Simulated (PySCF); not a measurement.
Finite-field polarisability of P (phosphorus, neutral)

[Ne] 3s2 3p3, high-spin 4S determinant. Computed with PySCF 2.14 in x2c-TZVPPall with one added diffuse shell each of s, p, d type (6s6p4d1f, 51 functions), with the spin-free X2C one-electron Hamiltonian (Gaussian nucleus). Frozen: [Ne]. Energy changes in a uniform field (μhartree):

| axis | F (au) | HF | MP2 | CCSD | CCSD(T) |
| --- | --- | --- | --- | --- | --- |
| x | 0.0028 | -99.788 | -97.186 | -96.752 | -96.780 |
| x | 0.0056 | -399.379 | -388.976 | -387.239 | -387.355 |

(1) Derive α along x at CCSD(T) from the two fields.

(2) And the mean polarisability at each level?

## Answers

(1) With ΔE = −αF²/2 − γF⁴/24, α = −(16 ΔE(F) − ΔE(2F))/(6F²) = 24.68 bohr³.

(2) HF 25.45, MP2 24.79, CCSD 24.68, CCSD(T) 24.68 bohr³. Reference: 25 ± 1 bohr³ (recommended; Schwerdtfeger and Nagle, table of static dipole polarizabilities (2023 update)).
